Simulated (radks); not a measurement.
Problem. Valence configurations of the tin ion Sn2+ (all share [Kr]). Calculated with a radial shooting solver on a logarithmic mesh with Libxc functionals: scalar-relativistic Kohn-Sham, PBE, spin-polarised, spherical densities, point nucleus; open shells are filled with parallel spins first (spin-orbit coupling, left out, can overturn this in heavy ions). Order these by energy: 4d9 5s1 5p2; 4d8.5 5s2 5p1.5; 4d10 5s2; 4d9.5 5s2 5p0.5; 4d9.5 5s1 5p1.5; 4d8 5s2 5p2; 4d10 5s1 5p1; 4d8 5s1 5p3; 4d9 5s2 5p1.

Solution. From the lowest, in eV above it: 4d10 5s2 0.000; 4d10 5s1 5p1 7.440; 4d9.5 5s2 5p0.5 13.121; 4d9.5 5s1 5p1.5 20.370; 4d9 5s2 5p1 27.082; 4d9 5s1 5p2 34.156; 4d8.5 5s2 5p1.5 41.898; 4d8 5s2 5p2 57.577; 4d8 5s1 5p3 64.325. NIST lists [Kr] 4d10 5s2 as the ground configuration; this level of theory agrees among the configurations tried. The energies are those of spherical high-spin densities, not of single terms.
